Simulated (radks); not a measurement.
Values are calculated unless marked as measured or tabulated.
Species: Os III. Configuration: [Xe] 4f14 5d5 7f1 (not the ground configuration). Level of theory: scalar-relativistic Kohn-Sham, PBE, spin-polarised, spherical densities, finite nucleus; open shells are filled with parallel spins first (spin-orbit coupling, left out, can overturn this in heavy ions); Fermi nuclear charge, rms radius 5.4126 fm (a radial shooting solver on a logarithmic mesh with Libxc functionals).

Normalised radial functions P(r) = r R(r), r in bohr:

```
   r/bohr * 5s down, o 4f down, + 5d up (the largest magnitude, 1.36, reaches the edge; | marks zero, & curves that meet)
0.0009361                             &*
 0.001331                             & *
 0.001893                             & *
 0.002691                             &  *
 0.003827                             &  *
 0.005398                             &   *
 0.007675                             &   *
  0.01091                             &   *
  0.01552                             & *
  0.02206                             &
  0.03137                         *   o+
  0.04461                       *     o +
  0.06343                        *    |o +
  0.09019                             | *o +
   0.1282                             |    + o*
   0.1809                             | +   *       o
   0.2572                      *  +   |                     o
   0.3658                *    +       |                          o
   0.5201                         +   |*                       o
   0.7395                             |      +          o *
    1.052                             |         o     +     *
    1.495                             |   o      *     +
    2.126                             |o *        +
    3.023                             &    +
    4.298                             &+
    6.112                             &
    8.621                             &
    12.26                             &
    17.43                             &
    24.78                             &
    35.24                             &
```

5s down: eigenvalue -117.80 eV, 4 radial nodes at r = 0.0210, 0.0840, 0.218, 0.509 bohr, <r> = 0.999 bohr, 90 % of the charge inside 1.43 bohr. 4f down: eigenvalue -79.556 eV, 0 radial nodes, <r> = 0.554 bohr, 90 % of the charge inside 0.902 bohr. 5d up: eigenvalue -33.823 eV, 2 radial nodes at r = 0.203, 0.601 bohr, <r> = 1.60 bohr, 90 % of the charge inside 2.42 bohr.
